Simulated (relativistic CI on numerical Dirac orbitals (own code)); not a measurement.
Pt3+: resonant inelastic scattering at the N6,7 edge

Computed with this model: Dirac-Coulomb-Breit CI, orbitals from a KLI potential per configuration, a model potential for QED, valence Slater integrals scaled by 0.7, Kramers-Heisenberg scattering through one core-hole configuration in a parametric crystal field; configurations [Xe] 4f14 5d7 → [Xe] 4f13 5d8; 300 K; core-hole width 0.18 eV; summed over polarisations. Incident energies are the highest absorption maxima for each field (at most a few, so the weaker spin-orbit partner edge can be absent), on the computed scale of the free ion. Intensities are in per cent of the strongest line above 0.02 eV; levels within 1 cm⁻¹ are merged; final levels count from the ground level, the first row holds all elastic scattering, lines under 0.4 are left out and each table stops after 24 rows. The scale of the Slater integrals is a model choice and moves the terms in proportion.

Field parameters in Wybourne normalisation: Td as Oh with Dq negative (B⁴₀ = 21Dq, B⁴₄ = √(5/14) B⁴₀). The field is a parameter set, without covalency.

S is read from ⟨S²⟩ = S(S + 1).

Td, 10Dq = -3100 cm⁻¹:

| Final level (eV) | Degeneracy | Irrep | S | 70.9 eV | 71.4 eV |
| --- | --- | --- | --- | --- | --- |
| 0.000 | 4 | Γ8 | 1.38 | 629.6 | 138.1 |
| 0.186 | 4 | Γ8 | 1.33 | 100.0 | 20.9 |
| 0.260 | 2 | Γ6 | 1.31 | 21.6 | 2.2 |
| 1.104 | 4 | Γ8 | 1.16 | 8.5 | 4.0 |
| 1.278 | 2 | Γ6 | 1.45 | 0.9 | 0.1 |
| 1.283 | 2 | Γ7 | 1.38 | 0.4 | 0.4 |
| 1.357 | 2 | Γ7 | 1.29 | 0.2 | 0.7 |
| 1.386 | 4 | Γ8 | 1.25 | 1.2 | 4.2 |
| 1.391 | 4 | Γ8 | 1.22 | 1.3 | 3.1 |
| 2.021 | 2 | Γ6 | 0.79 | 1.8 | 0.1 |
| 2.041 | 4 | Γ8 | 0.98 | 2.3 | 0.6 |
| 2.058 | 4 | Γ8 | 1.21 | 0.8 | 0.4 |
| 2.134 | 4 | Γ8 | 1.42 | 0.6 | 0.2 |
| 2.281 | 4 | Γ8 | 0.72 | 9.3 | 1.6 |
| 2.822 | 2 | Γ6 | 0.53 | 0.6 | 1.0 |
| 2.863 | 4 | Γ8 | 0.53 | 1.9 | 2.2 |
| 2.919 | 4 | Γ8 | 0.63 | 0.4 | 0.2 |
| 3.034 | 2 | Γ6 | 0.53 | 0.4 | 0.3 |
| 4.056 | 4 | Γ8 | 0.53 | 0.5 | 0.3 |

Td, 10Dq = -7050 cm⁻¹:

```
Final level (eV)  Degeneracy  Irrep     S  71.1 eV  74.1 eV
           0.000           4     Γ8  1.41   1485.0     53.8
           0.457           4     Γ8  1.26     10.9      8.7
           0.623           2     Γ6  1.22     29.4      1.4
           1.210           4     Γ8  1.11    100.0     22.9
           1.509           2     Γ7  1.22      0.3      4.7
           1.601           2     Γ6  1.42      8.6      5.3
           1.645           2     Γ7  1.39      0.3     16.5
           1.658           4     Γ8  1.16      2.6      8.8
           1.784           4     Γ8  1.25     17.0     35.6
           2.112           4     Γ8  0.89      9.4     19.0
           2.126           2     Γ6  0.92      1.6      3.0
           2.409           4     Γ8  1.37      3.4      8.4
           2.531           4     Γ8  1.25      2.5      9.4
           2.687           4     Γ8  0.78     17.1      6.5
           2.831           4     Γ8  0.75      1.4      2.1
           2.859           2     Γ6  1.14      0.5      0.4
           2.887           2     Γ7  1.09      0.0     11.6
           2.928           2     Γ7  1.05      0.4      7.2
           3.103           2     Γ6  0.58      1.4      0.2
           3.164           4     Γ8  0.78      3.0      4.3
           3.224           4     Γ8  0.57      7.5      1.8
           3.231           2     Γ7  0.79      0.2      1.0
           3.484           2     Γ6  0.53      1.8      0.2
           3.858           4     Γ8  1.03      0.2      2.3
```

Td, 10Dq = -10950 cm⁻¹:

| Final level (eV) | Degeneracy | Irrep | S | 71.3 eV | 74.2 eV |
| --- | --- | --- | --- | --- | --- |
| 0.000 | 4 | Γ8 | 1.43 | 954.6 | 124.5 |
| 0.720 | 4 | Γ8 | 1.15 | 26.6 | 14.1 |
| 0.949 | 2 | Γ6 | 1.09 | 67.5 | 1.0 |
| 1.370 | 4 | Γ8 | 0.99 | 100.0 | 18.1 |
| 1.739 | 2 | Γ7 | 1.07 | 2.5 | 4.3 |
| 1.921 | 4 | Γ8 | 1.15 | 5.0 | 24.9 |
| 1.973 | 2 | Γ6 | 1.34 | 9.5 | 4.5 |
| 2.003 | 2 | Γ7 | 1.44 | 0.4 | 16.7 |
| 2.150 | 4 | Γ8 | 1.23 | 20.4 | 45.4 |
| 2.262 | 4 | Γ8 | 1.01 | 5.1 | 67.8 |
| 2.369 | 2 | Γ6 | 1.11 | 4.0 | 1.1 |
| 2.823 | 4 | Γ8 | 1.32 | 13.2 | 2.7 |
| 2.982 | 4 | Γ8 | 1.14 | 3.8 | 13.2 |
| 3.091 | 4 | Γ8 | 0.80 | 6.3 | 2.4 |
| 3.134 | 2 | Γ7 | 0.97 | 0.2 | 7.6 |
| 3.178 | 4 | Γ8 | 0.77 | 2.2 | 35.1 |
| 3.260 | 2 | Γ6 | 1.05 | 0.5 | 4.4 |
| 3.422 | 2 | Γ7 | 0.81 | 1.0 | 11.6 |
| 3.518 | 4 | Γ8 | 0.97 | 3.5 | 10.5 |
| 3.652 | 4 | Γ8 | 0.65 | 5.8 | 3.7 |
| 3.774 | 2 | Γ7 | 1.23 | 0.1 | 8.9 |
| 3.968 | 2 | Γ6 | 0.55 | 0.5 | 4.7 |
| 4.264 | 4 | Γ8 | 0.81 | 0.2 | 1.6 |
| 4.572 | 4 | Γ8 | 0.92 | 0.8 | 0.2 |

For the first field the strongest loss at the lowest incident energy is the level at 0.19 eV (S = 1.33, against 1.38 in the thermal ground state). Levels of other spin, the first over 8 % at 2.28 eV, appear because spin-orbit coupling of the core hole, and in heavier ions of the valence shell too, mixes spins.
